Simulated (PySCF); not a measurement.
SiCl3(SeBu), C₄H₉Cl₃SeSi.
InChI=1S/C4H9Cl3SeSi/c1-2-3-4-8-9(5,6)7/h2-4H2,1H3

Computed, not measured: TDDFT PBE0/def2-SVPD, vertical, gas phase, core orbitals frozen in the response in PySCF. Isolated species at its PBE0-D3(BJ)/def2-SVP geometry (one conformer only). The PBE0/def2-SVPD calculation is non-relativistic and has no spin–orbit coupling, an omission that weighs most on selenium. Torsions of this conformer, `[CH3:1][CH2:2][CH2:3][CH2:4][Se:5][Si:6]([Cl:7])([Cl:8])[Cl:9]`: C1–C2–C3–C4 -179°, C2–C3–C4–Se5 57°, C3–C4–Se5–Si6 60°, C4–Se5–Si6–Cl7 -78°.

Orbital energies (eV): HOMO-3 -9.32, HOMO-2 -9.21, HOMO-1 -8.87, HOMO -7.22, LUMO -1.02, LUMO+1 -0.55, LUMO+2 0.21.

Computed singlets:

```tsv
state	E (eV)	f
S1	4.75	0.0039
S2	5.40	0.0038
S3	6.27	0.017
S4	6.48	0.024
S5	6.58	0.0011
S6	6.81	0.047
S7	6.95	0.128
S8	7.02	0.0037
S9	7.14	0.069
S10	7.16	0.024
```

Question: Which orbital pair leads each of S1, S2, S3 and S9, and how does its energy difference Δε compare with the excitation energy?

Answer: 

```csv
state,leading configuration,weight,Δε (eV),E (eV),E − Δε (eV),f,other configurations
S1,HOMO→LUMO,0.94,6.20,4.75,-1.45,0.0039,–
S2,HOMO→LUMO+1,0.94,6.66,5.40,-1.26,0.0038,–
S3,HOMO→LUMO+2,0.78,7.43,6.27,-1.16,0.017,H-1→L (18%)
S9,HOMO-1→LUMO+1,0.75,8.32,7.14,-1.18,0.069,H→L+6 (8%)
```

E − Δε runs from -1.45 to -1.16 eV. Among themselves, these states come in the order of their orbital differences.

H and L stand for HOMO and LUMO. The other states: S4 6.48 eV, f 0.024, H→L+3 (83%), H→L+5 (9%); S5 6.58 eV, f 0.0011, H→L+4 (70%), H→L+5 (11%); S6 6.81 eV, f 0.047, H→L+5 (50%), H-1→L (21%), H→L+3 (9%); S7 6.95 eV, f 0.128, H-1→L (42%), H→L+5 (23%), H→L+4 (9%); S8 7.02 eV, f 0.0037, H-3→L (57%), H-2→L (33%); S10 7.16 eV, f 0.024, H-2→L (48%), H-3→L (26%), H→L+6 (14%).

Question: Pair triplets and singlets of the same leading configuration (75% or more in both) and give the splittings.

Answer: 

```csv
configuration,triplet,E(T) (eV),singlet,E(S) (eV),E(S) − E(T) (eV)
HOMO→LUMO,T1,4.37,S1,4.75,+0.37
HOMO→LUMO+1,T2,4.96,S2,5.40,+0.44
```

The 4 triplets are Tamm–Dancoff values, the singlets full response.

Summed over the main configurations (up to three a state, each over 8%) of all 10 singlets, the electron leaves HOMO with weight 5.51, HOMO-1 with weight 1.55, HOMO-3 with weight 0.82 and HOMO-2 with weight 0.81.

The vertical ionisation energy (ΔSCF) is 9.01 eV, 1.86 eV above S10.

Hardware: an Arm Neoverse V1 with one thread, on a shared host. Cost: 3.4 min wall.
